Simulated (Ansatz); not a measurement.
One reagent, a row of partners

Four-centre ligand exchange: SiHF₃ ([F][SiH]([F])[F]) meets different reagents, and the same bond of it breaks. Each row is one chosen step, not always the lowest open to these reactants.

Gas-phase electronic energies, without zero-point energy, by CCSD(T) at an estimated basis limit (MP2 extrapolated from triple and quadruple zeta, plus CCSD(T) − MP2 in triple zeta); Ansatz 0.2.0, def2-TZVPP and QZVPP, frozen cores, on PBE0-D4/def2-TZVP structures. Extrapolation: Hartree–Fock as exp(−7.88 √X), correlation as X^−2.97. All energies, in kcal/mol, count from the separated reactants, without counterpoise correction; the start and end structures are the complexes reached by relaxing down from the saddle, and deeper ones may exist. Brackets give SMILES, or, where every atom is bracketed, only which atoms are joined. Steps whose reference was doubtful or whose search ended elsewhere are left out.

| reactants | products | broken | formed | start structure | saddle | end structure | saddle by PBE0-D4/TZ |
| --- | --- | --- | --- | --- | --- | --- | --- |
| SiHF₃ ([F][SiH]([F])[F]) + H₂O | SiH₂OF₂ ([OH][SiH]([F])[F]) + HF | F–Si, H–O | F–H, O–Si | -2.55 | 25.76 | 2.73 | 21.05 |
| SiHF₃ ([F][SiH]([F])[F]) + HCl | SiHClF₂ ([F][SiH]([F])[Cl]) + HF | Cl–H, F–Si | Cl–Si, F–H | -1.67 | 40.66 | 10.68 | 34.61 |
| SiHF₃ ([F][SiH]([F])[F]) + H₂S | SiH₂SF₂ ([F][SiH]([F])[SH]) + HF | F–Si, H–S | F–H, S–Si | -1.50 | 44.32 | 19.51 | 37.03 |
| SiHF₃ ([F][SiH]([F])[F]) + H₂ | SiH₂F₂ ([F][SiH2][F]) + HF | F–Si, H–H | F–H, H–Si | -0.48 | ? | 29.71 | 56.56 |

(1) What is the height of the saddle for SiHF₃ ([F][SiH]([F])[F]) + H₂? (An estimate is asked for; the value comes from the calculation.)

(2) How do the PBE0-D4 saddles lie against the coupled-cluster estimate?

T1 diagnostic: at most 0.013.

For scale, one of the runs: CCSD(T)/def2-TZVPP, 219 basis functions, launched by `ansatz run in.yaml --threads 4 --pin off --events-out ev --progress --plain --max-ram 9574MiB`. Time: 87 s of wall clock on 4 CPU threads of an Arm Neoverse V2; the host was shared. Peak host memory: 3.4 GiB.

Results:

(1) The calculation gives: 62.99 kcal/mol relative to the separated reactants, the highest of the series; above its start structure the barrier is 62.99 − (-0.48) ≈ 63.47 kcal/mol.

(2) All lower, by 4.70 to 7.28 kcal/mol.
